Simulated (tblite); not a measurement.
Compound: C2H8OSi2.
Atom-mapped SMILES: `[OH:1][SiH:2]1[CH2:3][SiH2:4][CH2:5]1` (hydrogens: H6 on O1; H7 on Si2; H8, H9 on C3; H10, H11 on Si4; H12, H13 on C5)

Computed with GFN2-xTB (tblite), gas phase: Langevin dynamics at 300 K from the optimised GFN2-xTB geometry, time step 0.5 fs, friction 0.01 fs⁻¹, 2000 steps.

Start geometry:
```
atom  x, y, z in Å
O1      2.183    1.048   -0.150
Si2     0.941    0.403    0.686
C3     -0.795    1.082    0.224
Si4    -1.316   -0.587   -0.563
C5      0.344   -1.312    0.064
H6      2.160    1.091   -1.102
H7      1.430    0.546    2.048
H8     -1.400    1.360    1.083
H9     -0.802    1.942   -0.443
H10    -2.521   -1.202   -0.002
H11    -1.419   -0.542   -2.027
H12     0.969   -1.782   -0.692
H13     0.220   -2.045    0.856
```

The statistics below take the 31 frames saved every 25 fs from 250 to 1000 fs; their kinetic temperature (all 3N coordinates) averages 278 K.

**Question.** How do the bond lengths spread?

**Answer.** 
```
   bond  start (Å)  mean (Å)  standard deviation (Å)  shortest (Å)  longest (Å)
 O1–Si2      1.631     1.638                   0.036         1.583        1.707
 Si2–C3      1.920     1.926                   0.043         1.855        2.011
 C3–Si4      1.918     1.924                   0.029         1.885        1.990
 Si4–C5      1.917     1.921                   0.030         1.866        1.976
 Si2–C5      1.919     1.924                   0.035         1.856        2.008
  O1–H6      0.953     0.956                   0.020         0.912        1.001
 Si2–H7      1.454     1.463                   0.028         1.413        1.511
  C3–H8      1.087     1.095                   0.031         1.039        1.155
  C3–H9      1.088     1.095                   0.032         1.030        1.156
Si4–H10      1.464     1.475                   0.038         1.409        1.534
Si4–H11      1.468     1.475                   0.048         1.396        1.597
 C5–H12      1.088     1.094                   0.024         1.050        1.151
 C5–H13      1.086     1.093                   0.032         1.041        1.155
```

**Question.** Give the same statistics for bond angles, one of each kind.

**Answer.** 
| angle | start (°) | mean (°) | standard deviation (°) | smallest (°) | largest (°) |
| --- | --- | --- | --- | --- | --- |
| Si2–O1–H6 | 120.8 | 121.5 | 6.1 | 109.4 | 131.7 |
| O1–Si2–C3 | 115.2 | 119.4 | 7.1 | 106.7 | 131.7 |
| O1–Si2–H7 | 100.7 | 100.4 | 7.5 | 85.7 | 120.8 |
| C3–Si2–C5 | 87.5 | 86.8 | 2.4 | 82.3 | 91.3 |
| C3–Si2–H7 | 119.7 | 115.4 | 6.1 | 103.3 | 127.5 |
| Si2–C3–Si4 | 92.1 | 91.4 | 2.2 | 87.4 | 95.8 |
| Si2–C3–H8 | 113.8 | 115.2 | 6.9 | 92.1 | 126.8 |
| Si2–C3–H9 | 115.7 | 114.4 | 8.0 | 95.0 | 131.9 |
| Si4–C3–H8 | 113.3 | 114.9 | 6.7 | 100.1 | 127.9 |
| Si4–C3–H9 | 115.7 | 112.9 | 6.0 | 102.1 | 124.4 |
| H8–C3–H9 | 106.2 | 107.1 | 4.5 | 95.5 | 115.6 |
| C3–Si4–C5 | 87.7 | 86.9 | 2.5 | 82.0 | 92.2 |
| C3–Si4–H10 | 115.6 | 112.9 | 5.1 | 100.9 | 123.6 |
| C3–Si4–H11 | 113.7 | 115.9 | 5.2 | 108.6 | 126.8 |

**Question.** How far does each atom move about its mean position (frames aligned on the start, all atoms weighted alike), and what rms force does it feel?

**Answer.** 
```csv
atom,rms displacement (Å),rms force (eV/Å)
O1,0.27,1.41
Si2,0.12,1.66
C3,0.15,1.66
Si4,0.12,1.33
C5,0.13,1.55
H6,0.46,0.98
H7,0.31,0.60
H8,0.31,1.08
H9,0.36,1.09
H10,0.36,0.70
H11,0.38,0.84
H12,0.30,0.88
H13,0.27,1.09
```

The displacements run from 0.12 to 0.46 Å, the largest at H6.

**Question.** How widely does the potential energy scatter, against a harmonic estimate?

**Answer.** Mean 0.50 eV above the start, standard deviation 0.105 eV, range 0.32 to 0.75 eV. For 33 classical harmonic modes at 300 K the canonical values are 33kT/2 = 0.43 eV and kT·√(33/2) = 0.105 eV.

The run is classical and short, so these are rough statistics of one trajectory.

The cost below is that of the whole dynamics run. Time: 11 s of wall time; peak memory 0.18 GiB. Hardware: Intel Xeon Platinum 8488C, one thread, no GPU, shared host with 192 logical CPUs at a one-minute load of 27.
